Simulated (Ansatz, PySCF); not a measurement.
Complex: C2H4 (SMILES C=C) (first 6 atoms) with CH2O2 (SMILES O=CO); geometry from B3LYP-D3(BJ)/def2-TZVP.
(charge 0, multiplicity 1):
```xyz
11

C     -0.582    -0.244    -0.016
C      0.618     0.320     0.071
H     -0.807    -1.167     0.505
H     -1.373     0.190    -0.615
H      0.856     1.238    -0.453
H      1.406    -0.127     0.666
O      0.357    -1.183     3.272
C     -0.138    -0.208     3.767
O     -0.591     0.859     3.101
H     -0.284    -0.064     4.846
H     -0.452     0.711     2.142
```

Basis-set superposition error: the interaction energy with monomers in their own basis, and in the dimer's basis (counterpoise).

The values were computed with Ansatz (Gaussian orbitals); PySCF for 6-31G* rows, M06-2X. 

```csv
level,uncorrected (kcal/mol),counterpoise (kcal/mol),difference
SVWN5/def2-TZVPPD,-7.08,-6.95,0.13
r2SCAN/def2-TZVPPD,-4.52,-4.44,0.08
B3LYP/def2-TZVPPD,-2.65,-2.56,0.09
PBE0/def2-TZVPPD,-3.82,-3.74,0.08
M06-2X/def2-TZVPPD,-4.93,-4.84,0.09
wB97M-V/def2-TZVPPD,-4.70,-4.60,0.10
MP2/6-31G*,-5.63,-2.85,2.78
MP2/aug-cc-pVDZ,-5.29,-3.78,1.51
SCS-MP2/aug-cc-pVDZ,-4.53,-2.97,1.56
CCSD/aug-cc-pVDZ,-4.48,-3.04,1.44
```

The error is largest for MP2/6-31G* (2.78 kcal/mol) and smallest for r2SCAN/def2-TZVPPD (0.08 kcal/mol).

Ansatz is an electronic-structure program.
